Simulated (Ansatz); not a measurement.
Cartesian coordinates in Å:
```
C -0.106 1.259 -0.730
B -0.035 -0.032 0.160
N 0.395 -1.256 -0.343
Te -0.641 0.148 2.252
H 0.518 2.059 -0.320
H 0.221 1.075 -1.758
H -1.126 1.655 -0.772
H 0.454 -2.102 0.195
H 0.679 -1.362 -1.303
H -0.357 -1.445 2.619
```

The species carries charge 0 and has multiplicity 1. Te takes the def2 core potential.

Task: List the PBE0/def2-TZVPP orbital energies in eV (the Gaussian-basis code of Ansatz). (Estimate.)

Result: The calculation gave: Occupied: -391.50, -277.54, -185.02, -171.33, -120.33, -120.18, -120.06, -43.52, -43.47, -43.34, -43.22, -43.22, -24.59, -19.66, -17.43, -14.56, -14.30, -11.67, -11.34, -10.44, -9.35, -8.79, -7.85, -6.14. Lowest empty: -0.12, 0.49, 0.74, 1.39, 1.83, 2.12, 3.17, 3.22.
